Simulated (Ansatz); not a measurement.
C₂H₆F₃NZr, SMILES `C[N](C)[Zr]([F])([F])[F]`. The species carries charge 0 and has multiplicity 1. Zr: def2 effective core potential. The geometry is a stationary point of PBE0-D4/def2-TZVP. It is one conformer, not always the lowest.

```xyz
13

C     1.037   -0.959   -0.616
N    -0.027   -0.120   -0.114
C    -1.345   -0.673   -0.334
Zr    0.295    1.589    0.882
F    -1.235    2.706    0.630
F     1.947    2.321    0.263
F     0.457    1.167    2.744
H     1.035   -1.944   -0.130
H     2.015   -0.501   -0.439
H     0.941   -1.118   -1.698
H    -1.540   -0.820   -1.405
H    -1.461   -1.644    0.166
H    -2.120   -0.004    0.051
```

(1) What is the dipole moment at ωB97M-V/def2-TZVPP? (Estimate.)

(2) And with PBE, r2SCAN, B3LYP? (An estimate is asked.)

(3) Give the Mulliken charges with ωB97M-V, r2SCAN, B3LYP in def2-TZVPP. (Best estimate.)

Answers

(1) Ansatz gave: 2.72 D, with components (-0.44, -2.14, -1.62) D in this frame, pointing from negative to positive charge.

(2) Computed: PBE 2.81 D, r2SCAN 2.85 D, B3LYP 2.88 D.

(3) The calculation gave: 
```csv
atom,ωB97M-V,r2SCAN,B3LYP
C1,-0.22,-0.03,-0.17
N2,-0.44,-0.44,-0.42
C3,-0.22,-0.03,-0.17
Zr4,1.39,1.40,1.42
F5,-0.39,-0.40,-0.40
F6,-0.39,-0.40,-0.40
F7,-0.40,-0.40,-0.41
H8,0.12,0.06,0.10
H9,0.10,0.05,0.09
H10,0.12,0.05,0.09
H11,0.12,0.05,0.09
H12,0.12,0.06,0.10
H13,0.10,0.05,0.09
```

B3LYP here is the variant with VWN-RPA as its local correlation; programs differ in this.
